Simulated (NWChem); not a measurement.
Molecule: C2H4ClFSi; SMILES C=C[SiH](F)Cl

```xyz
9

Si     0.3503    -0.0696     0.3424
F      1.9259    -0.3690     0.1100
Cl    -0.6664    -1.6890    -0.4172
C     -0.1486     1.4725    -0.5409
C     -0.6144     2.5335     0.1291
H      0.1082     0.0287     1.8017
H     -0.0710     1.5212    -1.6342
H     -0.7143     2.5321     1.2210
H     -0.9204     3.4551    -0.3781
```
Atoms are numbered in this order, from 1.

Results from NWChem. Structure relaxed at the PBE0/def2-SVP level. Level: PBE0/def2-SVP with SMD (1 M gas to 1 M solution), gas-phase geometry. Reactions with the solvent are ignored.

For solvent toluene:

```
Quantity                                     Value
-------------------------------------------  -----
solvation free energy (kcal/mol)              -2.9
cavity-dispersion-structure term (kcal/mol)   -0.9
dipole in solution (D)                        2.83
```

Question: What are these values for solvent water?

Answer: 
| Property | Result |
|---|---|
| solvation free energy (kcal/mol) | 0.5 |
| cavity-dispersion-structure term (kcal/mol) | 4.0 |
| dipole in solution (D) | 3.15 |
